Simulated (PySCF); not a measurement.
Al(Cl)(F)(NHMe) (CH4AlClFN), SMILES C[NH][Al]([F])[Cl]. Atoms are numbered in the order given.

```xyz
9

Al    -0.2457     0.1143     0.0000
Cl     0.5352     2.0493     0.0000
F     -1.8910    -0.0947     0.0000
N      0.8119    -1.2856     0.0000
C      0.4405    -2.6837     0.0000
H      1.8171    -1.1444     0.0000
H      0.8135    -3.2206     0.8908
H      0.8135    -3.2206    -0.8908
H     -0.6553    -2.7848     0.0000
```
Charge 0, spin multiplicity 1.

Coordinates come from a PBE0-D3(BJ)/def2-SVP optimisation. The structure was generated by enumeration; whether it is a known compound was not checked. The values are those of a single conformer.

The numbers are results of B3LYP/def2-TZVP (PySCF), not measurements.

Isolated molecule, no solvent.

- total energy: -898.06794 hartree
- point group: Cs
- highest occupied level: -7.04 eV
- lowest empty level: -0.92 eV
- orbital gap: 6.12 eV
- dipole moment: 2.48 D
- quadrupole, principal values (traceless, Buckingham form, about the centre of nuclear charge): -4.84, 1.49, 3.35 D·Å
- mean static polarisability: 53.9 bohr³ (7.99 Å³)
- polarisability, principal values: 44.2, 48.4, 69.1 bohr³
